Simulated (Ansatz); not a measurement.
Two shapes of singlet GeH4.

Shape 1:

```xyz
5

Ge    0.0000    0.0000    0.0000
H     0.8875    0.8875    0.8875
H     0.8875   -0.8875   -0.8875
H    -0.8875    0.8875   -0.8875
H    -0.8875   -0.8875    0.8875
```

Shape 2:

```xyz
5

Ge    0.0000    0.0000    0.0000
H     0.8165    0.8165    0.8165
H     0.8165   -0.8165   -0.8165
H    -0.8165    0.8165   -0.8165
H    -0.8165   -0.8165    0.8165
```

Basis set: 6-31G* (spherical functions). Frozen core: 9 orbitals. Charge 0, multiplicity 1.

Computed with Ansatz (development build ahead of 0.2.0); each method stands on the lowest determinant of its kind that the runs found.

Task: Which shape is lower in energy, and by how much in each method?

Result:

| method | E(2) − E(1) (eV) |
| --- | --- |
| RHF | 0.679 |
| RHF-MP2 | 0.676 |

Shape 1 is lower.
